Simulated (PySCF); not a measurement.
ClH3HfS3, SMILES [SH][Hf]([Cl])([SH])[SH], multiplicity 1.

The structure is a stationary point at PBE0-D3(BJ)/def2-SVP. The multiplicity is an assumed one; no other spin state was optimised. The structure was generated by enumeration; whether it is a known compound was not checked. The def2 effective core potentials stand for the cores of Hf; spin–orbit coupling is left out. Other conformers were not sampled.

Two levels are set side by side: PBE/def2-TZVP (PySCF) and B3LYP/def2-TZVP (PySCF). Same geometry, gas phase. Differences are taken from unrounded values.

| quantity | B3LYP |
|---|---|
| orbital gap (eV) | 5.42 |
| highest occupied level (eV) | -7.71 |
| lowest empty level (eV) | -2.29 |
| dipole moment (D) | 1.20 |
| mean polarisability (bohr³) | 113.6 |

Problem. What does PBE give, and how far is it from B3LYP? (An estimate is asked for; the answer gives what the named calculation found.)

Solution. 
```tsv
quantity	PBE	PBE minus B3LYP
orbital gap (eV)	3.88	-1.54
highest occupied level (eV)	-6.79	0.92
lowest empty level (eV)	-2.91	-0.62
dipole moment (D)	1.22	0.01
mean polarisability (bohr³)	117.0	3.5
```

PBE's occupied levels lie high since its potential decays too fast outside the molecule; exact exchange lowers them and widens the gap. PBE's more diffuse valence density responds more strongly to a field. Differences between two approximate levels are no errors against the true value.

Rough cost on one machine, each run with all the roots and properties that it gave: B3LYP against PBE within a factor of 2.
